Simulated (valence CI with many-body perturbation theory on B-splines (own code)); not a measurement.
**Se¹¹⁺: calculated level list**

Level of theory: relativistic CI+MBPT: five valence electrons over a frozen Dirac-Fock core [Ar], a basis of 7 s, 7 p, 8 d, 6 f, 4 g, 1 h functions for each j, with the one-electron correlation potential Σ1 (screened to all orders), the two-electron term Σ2, the three-electron term Σ3, Breit, model QED; selected single and double excitations, second order for the rest, scaled by the run's own slope (own B-spline code, finite nucleus).

No measured levels were compared; by estimate terms of the open shell hold to 2 to 4 % of their energy, and close levels can change places. Only levels of the ground parity were solved; by the run's estimate the other parity begins above the list, which can be wrong where configurations are misplaced.

Levels 1 to 37 of 37, with energies above the lowest level, 3d5 6S_5/2. "Leading %" is the weight of the configuration and term that name the level; weights of strongly mixed levels are sums over their largest components and can fall short.

```
No.  Configuration  Term     J  E (eV)  Leading %      g  Second component
  1            3d5    6S   5/2   0.000         99  1.996                  
  2            3d5    4G   5/2   8.162         93  0.599                  
  3            3d5    4G  11/2   8.221         98  1.269                  
  4            3d5    4G   7/2   8.248         97  0.989                  
  5            3d5    4G   9/2   8.284         99  1.171                  
  6            3d5    4P   5/2   8.860         66  1.500       26 % 3d5 4D
  7            3d5    4P   3/2   9.049         72  1.580       26 % 3d5 4D
  8            3d5    4P   1/2   9.261         86  2.311       13 % 3d5 4D
  9            3d5    4D   7/2   9.969         96  1.418                  
 10            3d5    4D   1/2  10.254         86  0.350       13 % 3d5 4P
 11            3d5    4D   5/2  10.372         70  1.417       24 % 3d5 4P
 12            3d5    4D   3/2  10.402         72  1.331       26 % 3d5 4P
 13            3d5    2I  11/2  11.853         93  0.934        7 % 3d5 2H
 14            3d5    2I  13/2  12.017        100  1.076                  
 15            3d5    2D   5/2  12.520         52  1.075       37 % 3d5 2F
 16            3d5    2D   3/2  12.923         74  0.710       24 % 3d5 4F
 17            3d5    2F   7/2  13.280         62  1.148       29 % 3d5 4F
 18            3d5    4F   9/2  13.488         73  1.265       22 % 3d5 2G
 19            3d5    4F   5/2  13.738         83  1.008       15 % 3d5 2F
 20            3d5    4F   7/2  13.919         58  1.205       36 % 3d5 2F
 21            3d5    4F   3/2  14.128         74  0.506       24 % 3d5 2D
 22            3d5    2H   9/2  14.356         63  1.022       18 % 3d5 2G
 23            3d5    2F   5/2  14.718         51  1.014       40 % 3d5 2D
 24            3d5    2G   7/2  14.909         90  0.913        7 % 3d5 2F
 25            3d5    2H  11/2  14.919         91  1.080        7 % 3d5 2I
 26            3d5    2G   9/2  15.427         59  1.063       32 % 3d5 2H
 27            3d5    2F   5/2  15.863         90  0.879        6 % 3d5 4F
 28            3d5    2F   7/2  16.004         90  1.144        7 % 3d5 4F
 29            3d5    2S   1/2  17.322         98  1.996                  
 30            3d5    2D   3/2  19.351         99  0.800                  
 31            3d5    2D   5/2  19.498         96  1.189                  
 32            3d5    2G   9/2  21.521        100  1.110                  
 33            3d5    2G   7/2  21.586         99  0.890                  
 34            3d5    2P   3/2  25.923         96  1.312                  
 35            3d5    2P   1/2  26.041         99  0.674                  
 36            3d5    2D   5/2  28.292        100  1.199                  
 37            3d5    2D   3/2  28.405         96  0.818
```

Names give the largest LS component (configuration and term), which can be under half, so a name can repeat, a term be missing and a line seem to break the LS rules; names also repeat where a configuration has a term twice.

The ionisation energy to 3d4 5D_0 of the next ion comes out as 342.13 eV (NIST: 342.9 ± 2.5 eV (theoretical)). All 37 levels together are meant to be complete up to 29.508 eV.
